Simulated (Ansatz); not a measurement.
Born–Oppenheimer molecular dynamics of GeH4O (6 atoms, charge 0, multiplicity 1). It starts at the highest image of a converged band. Of that band: Beside the main top the profile has a ripple of under 15 meV (maxima at images 1, 5), which may be a very shallow well or noise. Neighbouring images differ by up to 1.3 eV, so the band resolves the path poorly. A vibrational analysis at the climbing image gives one clearly imaginary mode, 1499i cm⁻¹: a first-order saddle point.

These are results of RKS PBE0-D4/def2-mTZVP (Ansatz 0.2.0), not measurements.

| Quantity | Value |
| --- | --- |
| ensemble | NVE (velocity Verlet) |
| time step | 0.5 fs |
| steps asked | 200 |
| starting velocities drawn for | 300 K |
| seed | 4183 |

First frame:

```xyz
6
Properties=species:S:1:pos:R:3
Ge 0.172 0.036 -0.350
O 0.736 0.205 1.597
H 0.637 -0.648 2.043
H 1.565 -0.012 0.514
H -0.713 1.294 -0.543
H -0.825 -1.157 -0.335
```

How far do the bonds stretch over the last three quarters of this one trajectory? (Pairs bonded in most of those frames.)


```tsv
bond	mean (Å)	spread (Å)	shortest	longest
Ge1–H5	1.607	0.019	1.57	1.64
Ge1–H6	1.616	0.031	1.56	1.67
O2–H3	0.973	0.040	0.90	1.04
O2–H4	0.981	0.056	0.90	1.08
```

Mean temperature of the second half: 1495 K. The conserved energy stayed within 0.66 meV per atom of its start (net change -0.45 meV per atom), so the integration is sound. The kinetic energy rose, since the run started high on the potential surface and went downhill. It ends in pieces (GeH2 + H2O), so much of that is their flight and rotation, not heat. A run of 0.1 ps of so small a system gives no equilibrium averages. The orbitals stay closed-shell, which can raise the energy where a bond breaks towards radicals; this wasn't checked here.

Time of the run: 5.9 min on 1 thread of Intel(R) Xeon(R) CPU @ 2.60GHz (Ice Lake), with other jobs on the host, peak memory 0.15 GiB.
